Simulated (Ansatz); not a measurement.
ZnO2H2⁺, that is Zn(OH)2 with one electron fewer, relaxed as a doublet with UKS r2SCAN-D4/def2-TZVP in Ansatz, starting from the r2SCAN-D4/def2-TZVP geometry of the neutral singlet. Force threshold 0.02 eV/Å.

Start:

```xyz
5

Zn   -0.081   -0.151   -0.002
O    -1.403    0.464   -0.991
H    -1.120    1.031   -1.715
O     1.148   -0.938    0.984
H     1.456   -0.407    1.725
```

```
step  energy (eV)  largest force component (eV/Å)  SCF passes
   1  -52536.3990                           0.623          42
   2  -52536.4692                           2.557          34
   3  -52536.5676                           2.040          32
   4  -52536.7324                           0.279          32
   5  -52536.7497                           0.189          28
   6  -52536.7501                           0.186          29
   7  -52536.7515                           0.224          27
   8  -52536.7547                           0.028          28
   9  -52536.7551                           0.001          27
```

Force components are those of the run's own axes.

End:

```xyz
5

Zn   -0.0004   -0.0003    0.0001
O    -1.3283    0.7292   -0.9162
H    -1.3260    0.7421   -1.8910
O     1.3281   -0.7290    0.9161
H     1.3266   -0.7420    1.8910
```

By distances, no bond broke or formed. The bond that changes most is O2–H3, from 0.96 to 0.97 Å (atoms count from 1).

No frequencies were taken in this run, so the end may be a saddle point.

Hardware: 4 threads of Intel Xeon on a shared host. Wall time 51 s.
